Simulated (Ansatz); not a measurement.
Program: Ansatz. Geometries: PBE0-D4/def2-TZVP. ΔE: electronic, gas phase. CCSD(T)/CBS adds triple-zeta CCSD(T) − MP2 to the extrapolated MP2 energy (def2 sets, frozen cores). DFT in def2-TZVPP. One conformer a species, not always the lowest.

Consider the isomerisation: `C[SiH]1CO[SiH2]1` → `CC1(O)[SiH2][SiH2]1`.

CCSD(T)/CBS gives +48.3 kcal/mol.

Task: Another level gave +48.7 kcal/mol. Which?
A. PBE/def2-TZVPP
B. r2SCAN/def2-TZVPP
C. ωB97M-V/def2-TZVPP
D. SCS-MP2/def2-TZVPP

Result: C. ωB97M-V 48.7, PBE 44.4, r2SCAN 47.1, SCS-MP2/def2-TZVPP 50.2 kcal/mol.

Largest T1 diagnostic among the species: 0.013.

From PBE to PBE0 (25 % exact exchange), in def2-TZVPP and without D4, ΔE moves by +2.3 kcal/mol. In def2-TZVPP, CCSD(T) changes the Hartree–Fock value by −6.4 kcal/mol (the triples alone add −1.2 kcal/mol) and MP2 by −5.5 kcal/mol.
